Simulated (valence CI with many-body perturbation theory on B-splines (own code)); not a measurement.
The numbers below are computed, except where a source is named.
# Assign the levels of Mn XI

Level of theory: valence CI with perturbative core correlation (CI+MBPT): five valence electrons over a frozen Dirac-Fock core [Ne], a basis of 11 s, 11 p, 10 d, 8 f, 5 g, 2 h functions for each j, with the one-electron correlation potential Σ1, the two-electron term Σ2, the three-electron term Σ3, Breit, model QED; selected CI, second order for the rest, scaled by the run's own slope (own B-spline code, finite nucleus).

No measured spectrum was set against this ion. As an estimate, levels of excited configurations hold to 0.05 to 0.15 % of their energy, terms of the ground configuration to about 0.5 %. Among the levels kept, up to 3200 cm⁻¹ of a level comes from second order outside the variational space, and about a tenth of that is noise between levels of different J, which matters for small intervals.

| No. | J | Parity | E (eV) | g |
| --- | --- | --- | --- | --- |
| 1 | 3/2 | odd | 0.000 | 1.987 |
| 2 | 3/2 | odd | 4.912 | 0.856 |
| 3 | 5/2 | odd | 5.324 | 1.200 |
| 4 | 1/2 | odd | 8.590 | 0.665 |
| 5 | 3/2 | odd | 9.161 | 1.290 |
| 6 | 5/2 | even | 31.488 | 1.596 |
| 7 | 3/2 | even | 32.444 | 1.731 |
| 8 | 1/2 | even | 32.889 | 2.663 |
| 9 | 3/2 | even | 39.011 | 0.808 |
| 10 | 5/2 | even | 39.185 | 1.204 |
| 14 | 3/2 | even | 49.272 | 0.421 |
| 15 | 5/2 | even | 49.644 | 1.044 |
| 16 | 7/2 | even | 50.187 | 1.244 |
| 17 | 9/2 | even | 50.869 | 1.330 |

Energies count from the lowest level. Strongly mixed levels and levels close to another of their J and parity are left out, so the numbers can have gaps.

Q: Give configuration and LS term of each level.

A: 1: 3s2.3p3 4S°; 2: 3s2.3p3 2D°; 3: 3s2.3p3 2D°; 4: 3s2.3p3 2P°; 5: 3s2.3p3 2P°; 6: 3s.3p4 4P; 7: 3s.3p4 4P; 8: 3s.3p4 4P; 9: 3s.3p4 2D; 10: 3s.3p4 2D; 14: 3s2.3p2.3d 4F; 15: 3s2.3p2.3d 4F; 16: 3s2.3p2.3d 4F; 17: 3s2.3p2.3d 4F.
